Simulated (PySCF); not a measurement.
A structure optimised at B3LYP-D3(BJ)/def2-SVP, used in a PySCF frequency run:

```xyz
10

Nb     0.0474    -0.0265     0.0000
N      1.6750     0.6349     0.0000
H      2.6779     0.8017     0.0000
F     -0.0650    -1.9295     0.0000
N     -0.8120     0.6802    -1.6429
H     -1.7926     0.5211    -1.8758
H     -0.4044     1.3209    -2.3197
N     -0.8120     0.6802     1.6429
H     -0.4044     1.3209     2.3197
H     -1.7926     0.5211     1.8758
```
Charge 0, spin multiplicity 1.

Task: Write its SMILES, formula and point group.

Result: [NH]=[Nb]([NH2])([NH2])[F], FH5N3Nb, Cs

Task: What are its rotational constants (standard atomic weights)?

Result: 3.0523, 3.0462, 2.6962 GHz
